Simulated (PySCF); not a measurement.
# Correlation energy of Cr+ (chromium, charge +1)

[Ar] 3d4 4p1, one real determinant (an excited configuration). All numbers are calculated (PySCF 2.14, the spin-free X2C one-electron Hamiltonian (Gaussian nucleus), in x2c-TZVPPall (6s5p4d2f1g, 64 functions)). Frozen: [Ne]; 13 electrons correlated.

| level | correlation energy (mhartree) |
| --- | --- |
| CCSD | -355.12 |
| (T) | -7.20 |
| CCSD(T) | -362.32 |

Diagnostics: T1 = 0.0099, D1 = 0.0364, largest double amplitude 0.025.

The real determinant used has ⟨L²⟩ near 8 against 12 for a pure F term, so it mixes terms.

Cost of the coupled-cluster step: of the order of 14 core-seconds, for 13 correlated electrons.

Iterations:

```
CC2 = 0
CCSD nocc = (np.int64(9), np.int64(4)), nmo = (59, 59)
frozen orbitals [[0, 1, 2, 3, 4], [0, 1, 2, 3, 4]]
max_cycle = 100
direct = 0
conv_tol = 1e-08
conv_tol_normt = 1e-06
diis_space = 8
diis_start_cycle = 0
Init t2, MP2 energy = -0.340383778994891
Init E_corr(UCCSD) = -0.340383779023891
cycle = 1  E_corr(UCCSD) = -0.34949014762342  dE = -0.0091063686  norm(t1,t2) = 0.0423396
cycle = 2  E_corr(UCCSD) = -0.353989730544442  dE = -0.00449958292  norm(t1,t2) = 0.0134725
cycle = 3  E_corr(UCCSD) = -0.354799560924965  dE = -0.000809830381  norm(t1,t2) = 0.00717245
cycle = 4  E_corr(UCCSD) = -0.355205119549096  dE = -0.000405558624  norm(t1,t2) = 0.0030524
cycle = 5  E_corr(UCCSD) = -0.355050467821218  dE = 0.000154651728  norm(t1,t2) = 0.001648
cycle = 6  E_corr(UCCSD) = -0.35508787995259  dE = -3.74121314e-05  norm(t1,t2) = 0.000999127
cycle = 7  E_corr(UCCSD) = -0.355138417115307  dE = -5.05371627e-05  norm(t1,t2) = 0.000713053
cycle = 8  E_corr(UCCSD) = -0.355120395855544  dE = 1.80212598e-05  norm(t1,t2) = 0.000488345
cycle = 9  E_corr(UCCSD) = -0.355120302555425  dE = 9.33001194e-08  norm(t1,t2) = 0.000118498
cycle = 10  E_corr(UCCSD) = -0.355118635195515  dE = 1.66735991e-06  norm(t1,t2) = 0.000252863
cycle = 11  E_corr(UCCSD) = -0.355123021430987  dE = -4.38623547e-06  norm(t1,t2) = 7.50616e-05
cycle = 12  E_corr(UCCSD) = -0.355122453137499  dE = 5.68293488e-07  norm(t1,t2) = 9.0213e-06
cycle = 13  E_corr(UCCSD) = -0.355122502687505  dE = -4.95500062e-08  norm(t1,t2) = 3.61115e-06
cycle = 14  E_corr(UCCSD) = -0.355122474782407  dE = 2.79050978e-08  norm(t1,t2) = 1.31417e-06
cycle = 15  E_corr(UCCSD) = -0.355122501131586  dE = -2.6349179e-08  norm(t1,t2) = 5.42689e-07
cycle = 16  E_corr(UCCSD) = -0.355122501934956  dE = -8.03370037e-10  norm(t1,t2) = 6.98063e-07
UCCSD converged
E(UCCSD) = -1049.598127856259  E_corr = -0.3551225019349559
UCCSD(T) correction = -0.00719524616332691
```

The basis was made for the ground configuration and has no added diffuse functions, which can raise the energy of the promoted electron.

The reference is one real determinant that mixes LS terms of this configuration.

This basis was not built for core-valence correlation, so the inner-shell part is incomplete.
